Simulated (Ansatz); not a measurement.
Cartesian coordinates in Å:
```
F -1.628 0.191 -1.561
Si -1.119 0.362 -0.046
Si 1.119 -0.363 0.046
F 1.635 -0.167 1.555
H -1.249 1.794 0.326
H -1.999 -0.452 0.831
H 1.247 -1.801 -0.303
H 1.993 0.437 -0.849
```

Charge 0, multiplicity 1.

**Question.** List the B3LYP/def2-TZVPP orbital energies in eV (the Gaussian-basis code of Ansatz). (An estimate is asked.)

**Answer.** Ansatz gave: Occupied: -1800.12, -1800.12, -671.63, -671.63, -144.56, -144.56, -99.93, -99.93, -99.86, -99.85, -99.85, -99.84, -32.56, -32.55, -16.05, -14.98, -12.74, -12.73, -12.58, -12.44, -12.43, -11.75, -9.89, -9.50, -8.26. Lowest empty: -1.52, 0.02, 0.63, 0.66, 1.08, 2.02, 2.84, 3.25.

B3LYP here is the variant with VWN-RPA as its local correlation; programs differ in this.
